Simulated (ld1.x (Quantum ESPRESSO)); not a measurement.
**Plane-wave convergence, TM potential for ytterbium (Yb)**

ld1.x (Quantum ESPRESSO) 7.5 input, shortened:

```
&input
   title='Yb', zed=70., rel=0, dft='PBE', iswitch=3,
   config='[Xe] 4f13 5d1 6s2 6p0'
 /
 &inputp
   pseudotype=2, tm=.true., lloc=0,
   nlcc=.true., new_core_ps=.true., rcore=1.50
 /
3
6P  2  1   0.00   0.00  3.10  3.10  0.0
5D  3  2   1.00   0.00  3.10  3.10  0.0
6S  1  0   2.00   0.00  3.35  3.35  0.0
 &test
   configts(1)='5d1 6s2 6p0'
 /
```

The pseudo-atom Hamiltonian at the reference potential is diagonalised in spherical Bessel functions j_l(qr) that vanish at 20 bohr, with q² up to the cutoff. All-electron valence levels (Ry): 6p -0.1073, 5d -0.2009, 6s -0.2977.

How do the lowest levels (Ry) of each channel move with the cutoff, and are there ghosts?

| cutoff (Ry) | p #1 | p #2 | d #1 | d #2 | s #1 | f #1 | f #2 | Σ f·Δε (mRy) |
| --- | --- | --- | --- | --- | --- | --- | --- | --- |
| 8 | -0.1045 | 0.0433 | -0.0833 | 0.0545 | -0.2971 | 0.0960 | 0.2072 | 118.9 |
| 10 | -0.1066 | 0.0427 | -0.1384 | 0.0490 | -0.2975 | 0.0960 | 0.2072 | 62.8 |
| 12 | -0.1071 | 0.0426 | -0.1755 | 0.0467 | -0.2976 | 0.0960 | 0.2072 | 25.5 |
| 18 | -0.1072 | 0.0425 | -0.2001 | 0.0456 | -0.2977 | 0.0960 | 0.2072 | 0.8 |
| 21 | -0.1073 | 0.0425 | -0.2008 | 0.0455 | -0.2977 | 0.0960 | 0.2072 | 0.1 |
| 25 | -0.1073 | 0.0425 | -0.2008 | 0.0455 | -0.2977 | 0.0960 | 0.2072 | 0.0 |
| 400 | -0.1073 | 0.0425 | -0.2009 | 0.0455 | -0.2977 | 0.0960 | 0.2072 | 0.0 |

Result: no extra level below or beside the all-electron valence levels (p, d, s, f tested); 10 mRy is reached at 15 Ry and 1 mRy at 18 Ry.
